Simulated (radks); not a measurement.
The selenium ion Se2+, 32 electrons, occupied as [Ar] 3d10 4s2 4p(up 1, down 1) (spins set by hand, not the high-spin state). All-electron calculation, scalar-relativistic Kohn-Sham, LDA (Slater exchange, Perdew-Wang correlation), spin-polarised, spherical densities, point nucleus. Program: a radial shooting solver on a logarithmic mesh with Libxc functionals.

Normalised radial functions P(r) = r R(r), r in bohr:

```
   r/bohr * 4s (the largest magnitude, 0.873, reaches the edge; | marks zero)
 0.003769                             | *
 0.005622                             |  *
 0.008321                             |  *
  0.01241                             |   *
  0.01852                             |    *
  0.02763                             |    *
  0.04121                             |  *
  0.06148                            *|
  0.09172                       *     |
   0.1368                     *       |
   0.2041                          *  |
   0.3045                             |       *
   0.4543                             |            *
   0.6777                             | *
    1.011          *                  |
    1.508  *                          |
     2.25           *                 |
    3.357                       *     |
    5.008                            *|
```

4s: eigenvalue -37.910 eV, 3 radial nodes at r = 0.0566, 0.232, 0.700 bohr, <r> = 1.69 bohr, 90 % of the charge inside 2.48 bohr.
